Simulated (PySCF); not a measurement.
BF2H3SSi.
SMILES with atom numbers: `[F:1][B:2]([F:3])[SiH2:4][SH:5]` (hydrogens: H6, H7 on Si4; H8 on S5)

All values: CAM-B3LYP/def2-SVPD (PySCF, non-relativistic), on one gas-phase PBE0-D3(BJ)/def2-SVP geometry that isn't relaxed in the solvent. The solvent is an IEF-PCM continuum (Bondi radii, 1.10 Å for H, scaled by 1.2), and excitations are vertical TDDFT with non-equilibrium linear response and a frozen core. Specific hydrogen bonds and non-electrostatic terms are outside this model.

Gas-phase singlets (H = HOMO, L = LUMO):

| state | E (eV) | λ (nm) | f | leading configurations |
| --- | --- | --- | --- | --- |
| S1 | 5.444 | 228 | 0.016 | H→L 91% |
| S2 | 6.024 | 206 | 0.010 | H→L+1 77%, H→L+3 9% |
| S3 | 6.347 | 195 | 0.027 | H→L+2 60%, H→L+1 13%, H→L+3 9% |
| S4 | 6.822 | 182 | 0.028 | H-1→L 83% |
| S5 | 7.220 | 172 | 0.003 | H→L+4 60%, H→L+2 13%, H→L+3 11% |

Problem. What are the lowest 5 singlets in acetone (ε = 20.49)?

Solution. 
| state | E (eV) | λ (nm) | f | leading configurations | change by rank (eV) |
| --- | --- | --- | --- | --- | --- |
| S1 | 5.542 | 224 | 0.022 | H→L 91% | +0.098 |
| S2 | 6.199 | 200 | 0.014 | H→L+1 73%, H→L+3 9% | +0.175 |
| S3 | 6.429 | 193 | 0.045 | H→L+2 59%, H→L+1 15% | +0.082 |
| S4 | 6.868 | 181 | 0.033 | H-1→L 82% | +0.046 |
| S5 | 7.387 | 168 | 0.003 | H→L+4 63%, H→L+2 11%, H→L+6 9% | +0.167 |

Problem. The ground-state energy changes by -0.129 eV from gas to acetone. By how much does the total energy of gas-phase S1 change?

Solution. E(S1) = E(S0) + excitation energy, so it changes by -0.129 + 0.098 = -0.031 eV: it is lowered less than the ground state, which is what a blue shift means. This is the vertical state, with the slow part of the continuum still set for S0.

Problem. How do the frontier levels move from gas to acetone?

Solution. 
```tsv
orbital	gas (eV)	solvent (eV)	change (eV)
LUMO+2	0.70	0.90	+0.20
LUMO+1	0.55	0.79	+0.24
LUMO	-0.28	-0.04	+0.24
HOMO	-8.91	-8.80	+0.11
HOMO-1	-10.57	-10.41	+0.16
HOMO-2	-11.40	-11.19	+0.21
HOMO-3	-11.76	-11.50	+0.26
```

The HOMO–LUMO gap goes from 8.63 to 8.76 eV.

Conformer computed: `[F:1][B:2]([F:3])[SiH2:4][SH:5]`: F1–B2–Si4–S5 -145°, H–S5–Si4–B2 -42°.
